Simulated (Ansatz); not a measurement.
Geometry optimisation, Ansatz, RKS B3LYP-D4/def2-SVP.

Input file:

```yaml
crystal:
  periodic: [false, false, false]
  atoms:
    - { symbol: B, position_ang: [0.051918, -0.247201, -0.089209] }
    - { symbol: H, position_ang: [-0.003149, -0.299253, 1.109077] }
    - { symbol: C, position_ang: [1.450489, -0.32484, -0.802087] }
    - { symbol: H, position_ang: [1.697918, -1.393514, -0.964154] }
    - { symbol: H, position_ang: [1.446717, 0.141038, -1.801641] }
    - { symbol: H, position_ang: [2.271792, 0.095458, -0.202658] }
    - { symbol: C, position_ang: [-1.325307, -0.241595, -0.852764] }
    - { symbol: H, position_ang: [-1.860624, -1.189586, -0.657017] }
    - { symbol: H, position_ang: [-1.99438, 0.540959, -0.454062] }
    - { symbol: H, position_ang: [-1.252882, -0.109321, -1.941714] }
    - { symbol: "N", position_ang: [0.049285, 2.310202, 0.894606] }
    - { symbol: H, position_ang: [0.929787, 2.468624, 1.369904] }
    - { symbol: Si, position_ang: [-0.595674, 3.446662, -0.24127] }
    - { symbol: H, position_ang: [-0.88282, 2.809364, -1.561692] }
    - { symbol: H, position_ang: [-1.873097, 4.077725, 0.21334] }
    - { symbol: H, position_ang: [0.432831, 4.511273, -0.414833] }
    - { symbol: H, position_ang: [-0.463203, 1.504305, 1.294374] }
basis:
  gaussian: { orbitals: def2-SVP }
hamiltonian:
  xc: b3lyp
  dispersion: d4
relax:
  f_tol: 0.03
  max_steps: 50
```

Launched with:

```bash
$ ansatz run input.yaml --threads 4 --pin off --max-ram 5120MiB --backend cpu --events-out ev --progress --plain --runs-dir out
```

Q: Where does it end, and by what steps?

A: It converged. The force dipped under the threshold on the way, but the program's further checks kept it going. After 12 steps the energy has fallen by 0.619 eV; H9 moved furthest, 0.79 Å. Joined: B1–N11 (2.74 → 1.72 Å).

```json
{"step": "0", "energy less start (eV)": "0.0000", "largest force component (eV/Å)": "0.874", "accepted": "yes"}
{"step": "1", "energy less start (eV)": "-0.0609", "largest force component (eV/Å)": "0.768", "accepted": "yes"}
{"step": "2", "energy less start (eV)": "-0.1025", "largest force component (eV/Å)": "0.825", "accepted": "yes"}
{"step": "3", "energy less start (eV)": "-0.1581", "largest force component (eV/Å)": "1.167", "accepted": "yes"}
{"step": "4", "energy less start (eV)": "-0.2735", "largest force component (eV/Å)": "1.450", "accepted": "yes"}
{"step": "5", "energy less start (eV)": "-0.4735", "largest force component (eV/Å)": "1.476", "accepted": "yes"}
{"step": "6", "energy less start (eV)": "-0.5646", "largest force component (eV/Å)": "0.490", "accepted": "yes"}
{"step": "7", "energy less start (eV)": "-0.5768", "largest force component (eV/Å)": "0.508", "accepted": "yes"}
{"step": "8", "energy less start (eV)": "-0.5877", "largest force component (eV/Å)": "0.377", "accepted": "yes"}
{"step": "9", "energy less start (eV)": "-0.6118", "largest force component (eV/Å)": "0.121", "accepted": "yes"}
{"step": "10", "energy less start (eV)": "-0.6173", "largest force component (eV/Å)": "0.025", "accepted": "yes"}
{"step": "11", "energy less start (eV)": "-0.6183", "largest force component (eV/Å)": "0.050", "accepted": "yes"}
{"step": "12", "energy less start (eV)": "-0.6186", "largest force component (eV/Å)": "0.025", "accepted": "yes"}
```

```xyz
17
Properties=species:S:1:pos:R:3
B -0.001 0.172 0.131
H 0.133 -0.453 1.185
C 1.319 0.107 -0.801
H 1.483 -0.935 -1.126
H 1.253 0.706 -1.730
H 2.247 0.412 -0.280
C -1.407 -0.145 -0.602
H -1.428 -1.208 -0.902
H -2.292 0.003 0.048
H -1.581 0.434 -1.530
N -0.107 1.781 0.721
H 0.740 1.921 1.278
Si -0.311 3.115 -0.505
H -0.380 2.563 -1.873
H -1.565 3.832 -0.154
H 0.858 4.021 -0.351
H -0.881 1.774 1.389
```

Whether the end is a true minimum wasn't checked by a vibrational analysis.

Time of the run: 35 s on 4 threads of Arm Neoverse V1, with other jobs on the host, peak memory 0.36 GiB.
